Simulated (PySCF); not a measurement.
Yb⁵⁹⁺: ionisation energy

Yb⁵⁹⁺ [Ne] 3s1 (2S) → Yb⁶⁰⁺ [Ne] (1S), as a difference of total energies. Computed with PySCF 2.14 in an even-tempered Gaussian basis (16 s from 16 bohr⁻², ratio 2.5; 10 p from 20 bohr⁻², ratio 2.5; 4 d from 74 bohr⁻², ratio 2.7; 4 f from 110 bohr⁻², ratio 2.7), with the non-relativistic Hamiltonian (point nucleus). Correlated levels: outer shells: 1s2 frozen; virtual orbitals above 40 to 60 times the deepest correlated orbital energy dropped. The calculations carry no spin-orbit coupling.

```json
{"method": "UHF", "ionisation energy (eV)": "5827.9", "difference from reference (eV)": "-408.1"}
{"method": "MP2 (outer shells)", "ionisation energy (eV)": "5828.6", "difference from reference (eV)": "-407.4"}
{"method": "SCS-MP2 (outer shells)", "ionisation energy (eV)": "5828.4", "difference from reference (eV)": "-407.6"}
{"method": "CCSD (outer shells)", "ionisation energy (eV)": "5828.6", "difference from reference (eV)": "-407.4"}
{"method": "CCSD(T) (outer shells)", "ionisation energy (eV)": "5828.6", "difference from reference (eV)": "-407.4"}
```

Reference: 6236 ± 7 eV (theoretical estimate listed by NIST; NIST Atomic Spectra Database, ionization energies).

The gap to the reference is mostly relativistic.
